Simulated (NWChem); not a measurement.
System: C5H3N; SMILES C#C/C=C/C#N

```xyz
9

C     -0.1180    -3.0366     0.0000
C      0.1262    -1.8341     0.0000
C      0.4538    -0.4578     0.0000
C     -0.4711     0.5478     0.0000
C     -0.1125     1.9246     0.0000
N      0.1590     3.0687     0.0000
H     -0.3428    -4.0946     0.0000
H      1.5271    -0.1965     0.0000
H     -1.5486     0.3134     0.0000
```
Atoms are numbered in this order, from 1.

Computed with NWChem. Geometry: optimised at PBE-D3(BJ)/def2-SVP. Vzz is the largest principal value of the second derivative of the potential at the nucleus (NWChem prints the opposite sign); η is the asymmetry. Non-relativistic.

What does the run give for B3LYP/def2-TZVP? Quantities: Vzz N6 (a.u.); η N6.


```
Item           Result
-------------  ------
Vzz N6 (a.u.)  -0.947
η N6             0.04
```
